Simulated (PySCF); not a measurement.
C5H6O2. Atoms are numbered in the order given.

```xyz
13

C     -1.8366    -0.5956    -0.5460
C     -0.6762    -0.3504     0.3967
O      0.2975    -1.4170     0.3094
C      1.4806    -0.8626     0.0096
C      1.4863     0.4841    -0.1383
C      0.1122     0.9371     0.0755
O     -0.3781     2.0447     0.0146
H     -2.5112     0.2723    -0.4971
H     -2.3916    -1.5041    -0.2711
H     -1.4759    -0.6966    -1.5809
H     -1.0158    -0.3108     1.4455
H      2.3059    -1.5721    -0.0830
H      2.3359     1.1135    -0.3907
```
Charge 0, spin multiplicity 1.

Coordinates come from a B3LYP-D3(BJ)/def2-SVP optimisation. The structure was generated by enumeration; whether it is a known compound was not checked. Other conformers were not sampled.

Method: PBE/def2-TZVP in PySCF.

The molecule is in vacuum.

```json
{
 "total_energy": "-344.30089 hartree",
 "highest_occupied_level": "-5.58 eV",
 "lowest_empty_level": "-2.24 eV",
 "orbital_gap": "3.33 eV",
 "dipole_moment": "2.86 D",
 "quadrupole, principal values (traceless, Buckingham form, about the centre of nuclear charge)": "-11.06, 1.08, 9.98 D·Å",
 "mean_static_polarisability": "64.2 bohr³ (9.52 Å³)",
 "polarisability_principal_values": "46.0, 70.6, 76.1 bohr³"
}
```
